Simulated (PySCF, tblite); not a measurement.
Isomers of C5H12N2Si, one GFN2-xTB conformer each. Single-point energies are computed at PBE0/pcSseg-1 (PySCF, gas phase, no added dispersion term), electronic only.

```json
{"SMILES": "CC[C@H](C#N)CN[SiH3]", "GFN2-xTB relative energy (kcal/mol)": "17.5"}
{"SMILES": "C=N[SiH2]N1CCCC1", "GFN2-xTB relative energy (kcal/mol)": "0.0"}
```

Conformers: `[CH3:1][CH2:2][C@H:3]([C:4]#[N:5])[CH2:6][NH:7][SiH3:8]` with C1–C2–C3–C4 -163°, C2–C3–C6–N7 -175°, C3–C6–N7–Si8 148°; `[CH2:1]=[N:2][SiH2:3][N:4]1[CH2:5][CH2:6][CH2:7][CH2:8]1` with C1–N2–Si3–N4 -139°, N2–Si3–N4–C5 -166°, Si3–N4–C5–C6 174°, N4–C5–C6–C7 -17°, C5–C6–C7–C8 34°, C6–C7–C8–N4 -40°.

Question: What does PBE0/pcSseg-1 give for the same structures?

Answer: 
```csv
SMILES,PBE0/pcSseg-1 E (Eh),PBE0/pcSseg-1 (kcal/mol),GFN2-xTB (kcal/mol),point group
C=N[SiH2]N1CCCC1,-596.20970,0.0,0.0,C1
CC[C@H](C#N)CN[SiH3],-596.20480,3.1,17.5,C1
```

Both levels put the same isomer lowest. As drawn, the lower has a C=N bond, which the higher lacks; the higher has a C≡N group and an N–H bond, which the lower lacks.

Question: Which frontier levels, dipoles and rotational constants go with these structures?

Answer: 
```tsv
SMILES	HOMO (eV, PBE0/pcSseg-1)	LUMO (eV)	dipole (D)	A, B, C (MHz)
C=N[SiH2]N1CCCC1	-5.94	-0.71	0.90	4069, 998.1, 841.9
CC[C@H](C#N)CN[SiH3]	-7.10	0.34	3.52	2176, 919.9, 675.4
```

Question: What happens when harmonic zero-point energies from GFN2-xTB frequencies are added?

Answer: 
```
              SMILES  ZPE (kcal/mol)  electronic (kcal/mol)  with ZPE (kcal/mol)
    C=N[SiH2]N1CCCC1           101.9                    0.0                  0.0
CC[C@H](C#N)CN[SiH3]           100.1                    3.1                  1.3
```

The zero-point energies span 1.8 kcal/mol. The order is unchanged.
